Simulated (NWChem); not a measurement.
System: BeSiH₃OCl; SMILES [SiH3][O][Be][Cl]

```xyz
7

Be    -0.0326     0.7982     0.0038
Cl    -0.0698     2.6084     0.0168
O     -0.0043    -0.6101    -0.0062
Si     0.0315    -2.2629    -0.0146
H     -0.8327    -2.7822    -1.1156
H     -0.4710    -2.7862     1.2902
H      1.4315    -2.7362    -0.2260
```
Atoms are numbered in this order, from 1.

Program: NWChem. Pople sets run with spherical d functions. STO-3G and 3-21G are far too small for this property and stand as cheap habits. All runs use the structure optimised with PBE0/def2-SVP. B3LYP is NWChem's, with the RPA form of VWN correlation. Field at 589 nm.

Q: Order these by “anisotropy (bohr³)”, lowest first: B3LYP/aug-cc-pVDZ; B3LYP/STO-3G; B3LYP/6-31G*; B3LYP/def2-SVP.

A: B3LYP/aug-cc-pVDZ (23.6), B3LYP/def2-SVP (26.5), B3LYP/6-31G* (27.8), B3LYP/STO-3G (35.7)
